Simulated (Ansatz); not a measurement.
GanFm: r2SCAN-D4/def2-TZVP single points in Ansatz on relaxed structures, gas phase. Each cluster is the lowest isomer that a short search found in that spin, judged at the geometry's level, and lower ones may exist. Binding counts from free atoms in the multiplicity of their measured ground term, without zero-point energy. A dash marks a value that wasn't run or was left out as unsound. The structures are stationary points that may keep the symmetry of their start. Remarks come from the PBE and PBE0 runs and from stability tests at other levels; not every state was tested. HOMO above LUMO (over both spins in singlets and doublets, within one spin in higher multiplets; at PBE or PBE0), or a gap under 0.15 eV within one spin, warns that the state may not be the lowest or that an electron is smeared out.

```tsv
species	atoms	state	geometry	HOMO (eV)	LUMO (eV)	gap (eV)	vertical triplet (eV)	binding per atom (eV)	point group (within 0.1 Å)	remarks
Ga5F	6	singlet	PBE-D4/def2-SVP	-4.80	-3.47	1.33	0.88	2.25	Cs	restricted SCF unstable in HF, gap within one spin near zero at PBE or PBE0 (triplet)
Ga2F4	6	singlet	r2SCAN-D4/def2-SVP	-8.82	-3.03	5.78	5.00	3.60	D2d	gap within one spin near zero at PBE or PBE0 (triplet)
Ga4F4	8	singlet	r2SCAN-D4/def2-SVP	-6.29	-1.73	4.56	–	3.42	Td	–
```

The gap (eV) runs from 1.33 (Ga5F) to 5.78 (Ga2F4). The binding per atom (eV) runs from 2.25 (Ga5F) to 3.60 (Ga2F4).
